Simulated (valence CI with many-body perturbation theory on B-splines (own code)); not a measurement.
Te¹⁹⁺: fill in the table

Level of theory: valence CI with perturbative core correlation (CI+MBPT): five valence electrons over a frozen Dirac-Fock core [Ar] 3d10, radial functions for each j: 9 s, 9 p, 8 d, 6 f, 3 g, 1 h, with the one-electron correlation potential Σ1 (screened to all orders), the two-electron term Σ2, the three-electron term Σ3, Breit, model QED; selected single and double excitations, second order for the rest (own B-spline code, finite nucleus).

No measured levels were compared; by estimate levels hold to about 250 cm⁻¹ or 0.2 % of their energy and the worst to 1 %, as in measured heavy ions of charge 2 to 7; those with d or f electrons hold less well. Among the levels kept, up to 300 cm⁻¹ of a level comes from second order outside the variational space, and about a tenth of that is noise between levels of different J, which matters for small intervals.

| Level | E (eV) |
| --- | --- |
| (4s^2 4p1/2^2 4p3/2) J=3/2 | 0.000 |
| (4s^2 4p1/2 4p3/2^2) J=3/2 | 10.494 |
| (4s^2 4p1/2 4p3/2^2) J=5/2 | ? |
| (4s^2 4p1/2 4p3/2^2) J=1/2 | 17.167 |
| (4s^2 4p3/2^3) J=3/2 | 27.667 |
| (4s 4p1/2^2 4p3/2^2) J=5/2 | 56.081 |
| (4s 4p1/2^2 4p3/2^2) J=3/2 | 62.624 |
| (4s 4p1/2^2 4p3/2^2) J=1/2 | 63.272 |
| (4s 4p1/2 4p3/2^3) J=3/2 [a] | ? |
| (4s 4p1/2 4p3/2^3) J=5/2 | 73.635 |
| (4s^2 4p1/2^2 4d3/2) J=3/2 | 78.571 |
| (4s 4p1/2 4p3/2^3) J=1/2 | 78.644 |
| (4s 4p1/2 4p3/2^3) J=3/2 [b] | 80.623 |
| (4s^2 4p1/2^2 4d5/2) J=5/2 | 82.743 |
| (4s^2 4p1/2 4p3/2 4d3/2) J=5/2 | 88.129 |
| (4s^2 4p1/2 4p3/2 4d3/2) J=1/2 [a] | 88.713 |
| (4s^2 4p1/2 4p3/2 4d3/2) J=7/2 | ? |
| (4s^2 4p1/2 4p3/2 4d3/2) J=3/2 [a] | ? |
| (4s^2 4p1/2 4p3/2 4d5/2) J=7/2 [a] | ? |
| (4s 4p3/2^4) J=1/2 | ? |

Levels are named by their leading jj configuration (3d3/2^4 stands for four electrons in 3d with j = 3/2), which in mixed levels can hold well under half, so a name can repeat and another be missing. Letters in brackets count levels of one name in rising energy.

(1) The levels stand in rising order. What does the calculation give for the missing energies?

## Answers

(1) (4s^2 4p1/2 4p3/2^2) J=5/2 13.321; (4s 4p1/2 4p3/2^3) J=3/2 [a] 70.339; (4s^2 4p1/2 4p3/2 4d3/2) J=7/2 89.867; (4s^2 4p1/2 4p3/2 4d3/2) J=3/2 [a] 90.245; (4s^2 4p1/2 4p3/2 4d5/2) J=7/2 [a] 90.639; (4s 4p3/2^4) J=1/2 92.651.
